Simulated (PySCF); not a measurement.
Compound: C5H13NSi2.
Structure used (GFN2-xTB), in Å, numbered top down from 1:
```
atom  x, y, z in Å
C1     1.0730    1.2414   -1.7894
C2     1.2397    0.3291   -0.8370
Si3    2.8169   -0.4825   -0.1418
Si4    1.0539   -1.3021    1.1162
N5     0.2548   -0.2751   -0.0477
C6    -1.1363    0.0869   -0.1651
C7    -1.4300    1.3548    0.6435
C8    -2.0296   -1.0598    0.2946
H9     0.1209    1.6570   -2.0799
H10    1.9279    1.6041   -2.3325
H11    3.7764    0.4856    0.4011
H12    3.5315   -1.3122   -1.1181
H13    0.7991   -0.8706    2.5011
H14    0.5787   -2.6906    1.0237
H15   -1.3469    0.2843   -1.2258
H16   -0.7777    2.1628    0.3205
H17   -1.2476    1.1655    1.6994
H18   -2.4646    1.6633    0.5127
H19   -1.8017   -1.9627   -0.2664
H20   -3.0751   -0.8046    0.1379
H21   -1.8722   -1.2576    1.3525
```

NICS is the negative of the GIAO shielding at a point without a nucleus: at the ring centre (0) and 1 Å above and below it (1); zz is the component along the ring normal. Level: GIAO PBE0/pcSseg-1 (PySCF, non-relativistic, gas phase) on the GFN2-xTB geometry, one conformer.

Ring bond lengths (Å), with Mayer bond orders in brackets: C2–Si3 1.905 (0.84), Si3–Si4 2.316 (0.94), Si4–N5 1.746 (0.92), N5–C2 1.399 (1.04).

Task: What do the NICS probes read (ppm)?

Result: 
```
         ring                                                      type  NICS(0)  NICS(1), two faces  NICS(1)zz, two faces  rms pucker (Å)  centre to ring atoms, mean (Å)
C2–Si3–Si4–N5  4-membered ring with N and 2 Si; formal bonds all single     -2.4         -2.0 / -2.2             3.3 / 3.2            0.02                            1.29
```

Task: What do they say, and how far can they be read as aromaticity?

Result: 
- C2–Si3–Si4–N5: mean NICS(1)zz 3.3 ppm, deshielded. Si3, Si4 have four or more neighbours, and the NICS criterion for π rings isn't applied.

Task: Give the inner angles of the rings and the Hirshfeld charges of the ring atoms.

Result: 
- C2–Si3–Si4–N5: C2 101.1° (-0.051 e), Si3 73.7° (+0.248 e), Si4 77.2° (+0.279 e), N5 107.9° (-0.139 e); sum 359.9° against 360° for a flat convex ring.

On an Arm Neoverse N1 with one thread, no GPU, shared host with 64 logical CPUs at a one-minute load of 36, this took 70 s and 1.0 GiB of memory at its peak. This is the whole shielding run at PBE0/pcSseg-1, SCF included.
